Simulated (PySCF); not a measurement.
AlGeH5O2S. Atoms are numbered in the order given.

```xyz
10

Ge    -0.1685    -1.7321     0.0000
S      1.3078    -0.0169     0.0000
Al    -0.1152     1.6267     0.0000
O      0.3304     3.2651     0.0000
O     -1.7539     1.1786     0.0000
H     -1.0392    -1.6954    -1.2674
H     -1.0392    -1.6954     1.2674
H      0.7181    -2.9929     0.0000
H      1.2253     3.6148     0.0000
H     -2.5103     1.7710     0.0000
```

Geometry optimised at B3LYP-D3(BJ)/def2-SVP. The structure was generated by enumeration; whether it is a known compound was not checked. One conformer was computed; it need not be the lowest.

Level of theory: PBE/pcSseg-1 (PySCF).

GIAO shieldings, no solvent; atoms listed in one row are averaged. δ = σ(ref) − σ: ⁷³Ge against GeH4 (σ = 1614.4 ppm); ³³S against H2S (σ = 706.5 ppm); ¹⁷O against H2O (σ = 334.3 ppm); ¹H against TMS (σ = 31.49 ppm), references at their B3LYP-D3(BJ)/def2-TZVP geometries, non-relativistic.

```
nucleus       atoms  count  δ (ppm)
-------  ----------  -----  -------
⁷³Ge            Ge1      1    193.5
³³S              S2      1   -117.2
¹⁷O              O4      1     47.2
¹⁷O              O5      1     32.7
¹H       H6, H7, H8      3     5.25
¹H               H9      1     2.35
¹H              H10      1     1.83
```
